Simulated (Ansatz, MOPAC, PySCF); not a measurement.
Lewis adduct: AlH3 (SMILES [AlH3]) (first 4 atoms) with CHN (SMILES C#N); geometry from B3LYP-D3(BJ)/def2-TZVP, rigid monomers moved along the line of their centres of mass till Al1···N6 is 1.86 Å.
(charge 0, multiplicity 1):
```csv
atom,x (Å),y (Å),z (Å)
Al,-0.1616,0.3641,0.2628
H,1.2536,0.8243,-0.2996
H,-1.2365,1.4889,0.5949
H,-0.6908,-1.0821,-0.1362
C,0.6833,-0.2507,3.0716
N,0.3614,-0.0182,2.0028
H,0.9848,-0.4681,4.0726
```

Counterpoise-corrected where a basis set is named; no monomer relaxation.

Rows in 6-31G* carry no dispersion term and start afresh at each structure (6-31G* with six Cartesian d functions). MP2/6-31G* freezes PySCF's default core. The state that AM1 reach isn't checked.

Run with Ansatz (Gaussian orbitals); MOPAC for AM1 (differences of heats of formation); PySCF for 6-31G* rows. Values without a source in brackets are computed.

Problem. One of these levels gives -1344.3 meV for the interaction energy. Which?
A. MP2/6-31G*
B. B3LYP/6-31G*
C. PBE0/def2-TZVPPD
D. AM1

Solution. D, AM1. The others give -555.6 (B3LYP/6-31G*), -761.6 (PBE0/def2-TZVPPD), -454.9 (MP2/6-31G*)

Ansatz is a program for electronic structure.
